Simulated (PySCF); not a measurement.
SnAs⁺: from constants to spectrum

PBE0 constants of SnAs⁺, ³Σ⁻ (triplet), unpaired electrons π ↑↑ (Sn def2-SVP with ECP28, As def2-SVP; scalar-relativistic core potentials (PySCF 2.14); masses 119.9022 and 74.9216 u):

```
ωe              : 234.2 cm⁻¹
ωexe            : 0.499 cm⁻¹
Be              : 0.053401 cm⁻¹
αe              : 0.000156 cm⁻¹
D (centrifugal) : 1.11e-08 cm⁻¹
De to Sn⁺ + As  : 2.21 eV
```

Task: Give the vibrational terms G(v) and spacings up to v = 6.

Result: G(v) = ωe(v+½) − ωexe(v+½)².

```json
{"v": "0", "G(v) (cm⁻¹)": "117.0", "G(v) − G(v−1)": "", "Bv (cm⁻¹)": "0.05332"}
{"v": "1", "G(v) (cm⁻¹)": "350.2", "G(v) − G(v−1)": "233.2", "Bv (cm⁻¹)": "0.05317"}
{"v": "2", "G(v) (cm⁻¹)": "582.4", "G(v) − G(v−1)": "232.2", "Bv (cm⁻¹)": "0.05301"}
{"v": "3", "G(v) (cm⁻¹)": "813.6", "G(v) − G(v−1)": "231.2", "Bv (cm⁻¹)": "0.05285"}
{"v": "4", "G(v) (cm⁻¹)": "1043.8", "G(v) − G(v−1)": "230.2", "Bv (cm⁻¹)": "0.05270"}
{"v": "5", "G(v) (cm⁻¹)": "1273.0", "G(v) − G(v−1)": "229.2", "Bv (cm⁻¹)": "0.05254"}
{"v": "6", "G(v) (cm⁻¹)": "1501.2", "G(v) − G(v−1)": "228.2", "Bv (cm⁻¹)": "0.05239"}
```

Task: How well does the Morse estimate ωe²/(4ωexe) reproduce De, and what is D0?

Result: It gives 3.41 eV, 154 % of the computed De. D0 = De − G(0) = 2.21 − 0.01 = 2.20 eV.

Spin–orbit coupling is left out, which matters for elements this heavy, above all for dissociation energies. For an ion De counts to the pair picked by the measured ionisation energies or electron affinities, which need not be the lowest pair at this level. The state is the lowest determinant that a PBE0 search found; another state may lie lower at other levels.
